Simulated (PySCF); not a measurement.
Isomers of C6H8F2O, one GFN2-xTB conformer each. Single-point energies are computed at PBE0/pcSseg-1 (PySCF, gas phase, no added dispersion term), electronic only.

| SMILES | GFN2-xTB relative energy (kcal/mol) |
| --- | --- |
| CC1=CCOCC1(F)F | 0.2 |
| C=C/C=C/COC(F)F | 26.6 |
| FC[C@@H]1COC=C[C@H]1F | 0.0 |
| C=C/C(C)=C/OC(F)F | 20.8 |
| FCC[C@@]1(F)C=COC1 | 1.6 |

Conformers: `[CH3:1][C:2]1=[CH:3][CH2:4][O:5][CH2:6][C:7]1([F:8])[F:9]` with C2–C3–C4–O5 -18°, C3–C4–O5–C6 50°, C4–O5–C6–C7 -62°, O5–C6–C7–F8 163°; `[CH2:1]=[CH:2]/[CH:3]=[CH:4]/[CH2:5][O:6][CH:7]([F:8])[F:9]` with C1–C2–C3–C4 -179°, C3–C4–C5–O6 -124°, C4–C5–O6–C7 67°, C5–O6–C7–F8 78°; `[F:1][CH2:2][C@@H:3]1[CH2:4][O:5][CH:6]=[CH:7][C@H:8]1[F:9]` with F1–C2–C3–C4 55°, C2–C3–C4–O5 177°, C3–C4–O5–C6 41°, C4–O5–C6–C7 -8°, C6–C7–C8–F9 -137°; `[CH2:1]=[CH:2]/[C:3]([CH3:4])=[CH:5]/[O:6][CH:7]([F:8])[F:9]` with C1–C2–C3–C4 0°, C3–C5–O6–C7 -166°, C5–O6–C7–F8 -160°; `[F:1][CH2:2][CH2:3][C@@:4]1([F:5])[CH:6]=[CH:7][O:8][CH2:9]1` with F1–C2–C3–C4 76°, C2–C3–C4–F5 59°.

Problem. What does PBE0/pcSseg-1 give for the same structures?

Solution. 
```
               SMILES  PBE0/pcSseg-1 E (Eh)  PBE0/pcSseg-1 (kcal/mol)  GFN2-xTB (kcal/mol)  point group
       CC1=CCOCC1(F)F            -507.74591                       0.0                  0.2           C1
FC[C@@H]1COC=C[C@H]1F            -507.73440                       7.2                  0.0           C1
   FCC[C@@]1(F)C=COC1            -507.73273                       8.3                  1.6           C1
    C=C/C(C)=C/OC(F)F            -507.72649                      12.2                 20.8           C1
      C=C/C=C/COC(F)F            -507.72144                      15.4                 26.6           C1
```

GFN2-xTB puts FC[C@@H]1COC=C[C@H]1F lowest instead; measured from each level's own lowest isomer, the values differ by up to 11.2 kcal/mol (C=C/C=C/COC(F)F: 26.6 against 15.4). Neighbours under 2.5 kcal/mol apart (FC[C@@H]1COC=C[C@H]1F and FCC[C@@]1(F)C=COC1) can change places with a better method, another conformer or zero-point energy.

Problem. Which frontier levels, dipoles and rotational constants go with these structures?

Solution. 
```json
{"SMILES": "CC1=CCOCC1(F)F", "HOMO (eV, PBE0/pcSseg-1)": "-7.66", "LUMO (eV)": "-0.22", "dipole (D)": "2.64", "A, B, C (MHz)": "2277, 1662, 1194"}
{"SMILES": "FC[C@@H]1COC=C[C@H]1F", "HOMO (eV, PBE0/pcSseg-1)": "-6.85", "LUMO (eV)": "0.40", "dipole (D)": "1.21", "A, B, C (MHz)": "2249, 1456, 995.0"}
{"SMILES": "FCC[C@@]1(F)C=COC1", "HOMO (eV, PBE0/pcSseg-1)": "-6.81", "LUMO (eV)": "0.27", "dipole (D)": "1.99", "A, B, C (MHz)": "2878, 1167, 1018"}
{"SMILES": "C=C/C(C)=C/OC(F)F", "HOMO (eV, PBE0/pcSseg-1)": "-6.65", "LUMO (eV)": "-0.82", "dipole (D)": "2.33", "A, B, C (MHz)": "4515, 661.6, 625.5"}
{"SMILES": "C=C/C=C/COC(F)F", "HOMO (eV, PBE0/pcSseg-1)": "-7.24", "LUMO (eV)": "-1.35", "dipole (D)": "3.61", "A, B, C (MHz)": "3256, 655.6, 625.3"}
```
